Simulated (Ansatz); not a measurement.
Consider the homolysis of the C–Sn bond: `O[CH2][SnH]([F])[Cl]` → `[CH2]O`• + `[F][SnH][Cl]`•.

Gas-phase electronic energies from Ansatz, PBE0-D4/def2-TZVP geometries. CBS: MP2 limit from def2 TZ/QZ plus the TZ coupled-cluster correction, frozen cores. DFT in def2-TZVPP. B3LYP here is the variant with VWN-RPA as its local correlation; programs differ in this. No spin–orbit coupling; open shells (•) take unrestricted orbitals. Elements past krypton have def2 core potentials. For Sn outer-core shells are correlated without core-valence functions, which leaves a few kJ/mol of doubt a bond. Each species was taken in one conformer, which may not be the lowest.

What is ΔE at CCSD(T)/CBS? (An estimate is asked.)

The calculation gave: +64.6 kcal/mol.

What do these levels give: PBE0-D4, ωB97M-V, B2PLYP, B3LYP, MP2/CBS(def2), CCSD/CBS(def2)? (Best estimate.)

Computed: PBE0-D4 57.7, ωB97M-V 60.4, B2PLYP 56.7, B3LYP 51.8, MP2/CBS(def2) 68.2, CCSD/CBS(def2) 62.8 kcal/mol.

Largest T1 diagnostic among the species: 0.017.

The D4 term adds +3.0 kcal/mol with B3LYP and +1.7 kcal/mol with PBE0; it sums over pairs of atoms, weighted by their polarisabilities, and B3LYP, whose exchange is more repulsive, gets the larger term. In def2-TZVPP, CCSD(T) changes the Hartree–Fock value by +23.4 kcal/mol (the triples alone add +1.8 kcal/mol) and MP2 by +27.0 kcal/mol; breaking electron pairs costs correlation energy, which Hartree–Fock lacks. From PBE to PBE0 (25 % exact exchange), in def2-TZVPP and without D4, ΔE moves by +2.0 kcal/mol.
